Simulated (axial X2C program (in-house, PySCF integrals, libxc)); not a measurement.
## Outer orbitals of GeC⁺ at 1.914 Å, HF

All values were computed with an in-house all-electron X2C program for linear molecules (integrals from PySCF). Spin-free means the one-electron spin-free X2C Hamiltonian; two-component (2c) means X2C with spin–orbit coupling and atomic mean-field two-electron Coulomb and Gaunt terms, so the difference of the two also holds small scalar two-electron terms. Basis: Ge dyall-cv3z [9s9p7d4f1g], C dyall-v3z [7s6p2d1f] (cores contracted in-house); Gaussian nuclei, density fitting, unrestricted open shells. Masses: Ge 73.921 u, C 12.000 u.

The distance is close to the 2c PBE0 minimum; the highest filled and lowest empty levels are listed.

Spin-free orbitals, state M_S = 3/2, Λ = 0 (beyond evenly filled blocks: σα, π+α, π-α) (Löwdin shares):

```
symmetry  occupied  ε (eV)             atomic character
      σα       yes  -32.25  64% C s, 17% Ge s, 11% Ge p
      σβ       yes  -26.20   43% Ge s, 35% C s, 12% C p
      σα       yes  -23.72   43% Ge s, 39% C p, 13% C s
      σβ       yes  -19.17  37% Ge s, 33% Ge p, 21% C s
     π-α       yes  -18.26   80% C p, 14% Ge p, 5% Ge d
     π+α       yes  -18.26   80% C p, 14% Ge p, 5% Ge d
      σα       yes  -18.01  40% C p, 36% Ge p, 21% Ge s
     π-β        no   -6.77            81% Ge p, 17% C p
     π+β        no   -6.77            81% Ge p, 17% C p
     π-α        no   -6.05   81% Ge p, 12% C p, 4% Ge d
     π+α        no   -6.05   81% Ge p, 12% C p, 4% Ge d
```

Spinors with spin–orbit coupling (state Ω = 3/2):

```
   ω  occupied  ε (eV)             atomic character  λ mixture
 1/2       yes  -32.25  64% C s, 17% Ge s, 11% Ge p     100% σ
-1/2       yes  -26.20   43% Ge s, 35% C s, 12% C p     100% σ
 1/2       yes  -23.72   43% Ge s, 39% C p, 13% C s     100% σ
-1/2       yes  -19.17  37% Ge s, 33% Ge p, 21% C s     100% σ
 3/2       yes  -18.27   80% C p, 13% Ge p, 5% Ge d     100% π
-1/2       yes  -18.24   79% C p, 14% Ge p, 5% Ge d     100% π
 1/2       yes  -18.01  40% C p, 36% Ge p, 21% Ge s     100% σ
 1/2        no   -6.81            81% Ge p, 17% C p     100% π
-3/2        no   -6.72            81% Ge p, 17% C p     100% π
-1/2        no   -6.10   80% Ge p, 12% C p, 4% Ge d     100% π
 3/2        no   -6.00   81% Ge p, 11% C p, 4% Ge d     100% π
```

Task: How does the gap between the highest filled and lowest empty level change from the spin-free to the 2c table?

Result: From 11.24 to 11.20 eV at HF, a change of -0.04 eV.

Mulliken charges and populations of the two-component result (they depend on the basis, above all on diffuse functions):

Ge 1.12 e (s 7.86 p 12.91 d 10.10 f 0.02), C -0.12 e (s 3.64 p 2.46 d 0.02). ⟨Lz⟩ = 0.00 ħ and ⟨Sz⟩ = 1.50 ħ (0.24 and 1.26 on the two atoms), which add up to Ω.

The state is a single determinant with fixed occupations, the lowest that a limited PBE0 search found. With several unpaired electrons one determinant need not be a pure state. This is the top spin component of a Σ state; components of lower Ω are not single determinants and can lie lower.
